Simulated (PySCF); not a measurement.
C3H3 (SMILES C#C[CH2-]), charge -1, singlet, geometry from GFN2-xTB (in this run its highest filled SCF level lies above zero, so its values depend strongly on the basis, on diffuse functions most of all); MP2/STO-3G (PySCF).

Input for PySCF:
```python
from pyscf import gto, scf, mp

mol = gto.M(
    atom='''
C    -0.000588   -0.067353    0.131452
C     0.012727    0.421654    1.286929
C    -0.009166   -0.235089   -1.200541
H     0.008172   -0.086694    2.252544
H     0.909339   -0.330062   -1.783745
H    -0.935345   -0.298514   -1.775838
''',
    basis='sto-3g',
    charge=-1,
    spin=0,
    verbose=4,
)

mf = scf.RHF(mol)
mf.kernel()

pt = mp.MP2(mf)
pt.kernel()
print('E(MP2) = %.10f' % pt.e_tot)
```

It wrote (shortened):

```
PySCF version 2.14.0

[INPUT] verbose = 4
[INPUT] num. atoms = 6
[INPUT] num. electrons = 22
[INPUT] charge = -1
[INPUT] spin (= nelec alpha-beta = 2S) = 0
[INPUT] symmetry False subgroup None
[INPUT] Mole.unit = angstrom
[INPUT] Symbol           X                Y                Z      unit          X                Y                Z       unit  Magmom
[INPUT]  1 C     -0.000588000000  -0.067353000000   0.131452000000 AA   -0.001111158961  -0.127278723668   0.248408278526 Bohr   0.0
[INPUT]  2 C      0.012727000000   0.421654000000   1.286929000000 AA    0.024050544387   0.796810579327   2.431943351760 Bohr   0.0
[INPUT]  3 C     -0.009166000000  -0.235089000000  -1.200541000000 AA   -0.017321229658  -0.444253824898  -2.268693691311 Bohr   0.0
[INPUT]  4 H      0.008172000000  -0.086694000000   2.252544000000 AA    0.015442841890  -0.163827916643   4.256691243532 Bohr   0.0
[INPUT]  5 H      0.909339000000  -0.330062000000  -1.783745000000 AA    1.718401664386  -0.623726784126  -3.370789526062 Bohr   0.0
[INPUT]  6 H     -0.935345000000  -0.298514000000  -1.775838000000 AA   -1.767545881981  -0.564109704348  -3.355847461595 Bohr   0.0

nuclear repulsion = 53.3629357410301
number of shells = 12
number of NR pGTOs = 54
number of NR cGTOs = 18
basis = sto-3g
ecp = {}

******** <class 'pyscf.scf.hf.RHF'> ********
method = RHF
initial guess = minao
damping factor = 0
level_shift factor = 0
DIIS = <class 'pyscf.scf.diis.CDIIS'>
diis_start_cycle = 1
diis_space = 8
diis_damp = 0
SCF conv_tol = 1e-09
SCF conv_tol_grad = None
SCF max_cycles = 50
direct_scf = True
direct_scf_tol = 1e-13
Set gradient conv threshold to 3.16228e-05
Initial guess from minao.
init E= -114.267321967115
  HOMO = -0.0626484716093478  LUMO = 0.228347844257765  gap/eV = 7.91841
cycle= 1 E= -113.576733772033  delta_E= 0.691  |g|= 0.327  |ddm|= 3.37
  HOMO = 0.164909564434796  LUMO = 0.691969899401659  gap/eV = 14.34204
cycle= 2 E= -113.621449420743  delta_E= -0.0447  |g|= 0.103  |ddm|= 0.607
  HOMO = 0.117059503706893  LUMO = 0.668026126887883  gap/eV = 14.99257
cycle= 3 E= -113.624777623727  delta_E= -0.00333  |g|= 0.0583  |ddm|= 0.202
  HOMO = 0.109621635381389  LUMO = 0.659480793151205  gap/eV = 14.96243
cycle= 4 E= -113.626126227723  delta_E= -0.00135  |g|= 0.0151  |ddm|= 0.0861
  HOMO = 0.109467765518921  LUMO = 0.664237711852395  gap/eV = 15.09606
cycle= 5 E= -113.626353587728  delta_E= -0.000227  |g|= 0.00563  |ddm|= 0.0435
  HOMO = 0.108688295522153  LUMO = 0.664486485181393  gap/eV = 15.12404
cycle= 6 E= -113.626396876089  delta_E= -4.33e-05  |g|= 0.00237  |ddm|= 0.0212
  HOMO = 0.108111074967907  LUMO = 0.664644878937066  gap/eV = 15.14406
cycle= 7 E= -113.62640286719  delta_E= -5.99e-06  |g|= 0.000748  |ddm|= 0.00818
  HOMO = 0.108052323121114  LUMO = 0.664708923248189  gap/eV = 15.14740
cycle= 8 E= -113.626403609781  delta_E= -7.43e-07  |g|= 0.000115  |ddm|= 0.00372
  HOMO = 0.108065169484559  LUMO = 0.66472643604203  gap/eV = 15.14752
cycle= 9 E= -113.626403623566  delta_E= -1.38e-08  |g|= 1.93e-05  |ddm|= 0.000532
  HOMO = 0.108064252836037  LUMO = 0.664727681018095  gap/eV = 15.14758
cycle= 10 E= -113.626403623806  delta_E= -2.4e-10  |g|= 2.14e-06  |ddm|= 5.81e-05
  HOMO = 0.108064516637354  LUMO = 0.664728095101611  gap/eV = 15.14759
Extra cycle  E= -113.626403623809  delta_E= -3.04e-12  |g|= 8.71e-07  |ddm|= 4.47e-06
converged SCF energy = -113.626403623809

******** <class 'pyscf.mp.mp2.RMP2'> ********
nocc = 11, nmo = 18
E(RMP2) = -113.807675949059  E_corr = -0.181272325249756
E(SCS-RMP2) = -113.812950902091  E_corr = -0.186547278282197
E_corr(same-spin) = -0.0357455907894343
E_corr(oppo-spin) = -0.145526734460321
E(MP2) = -113.8076759491
```
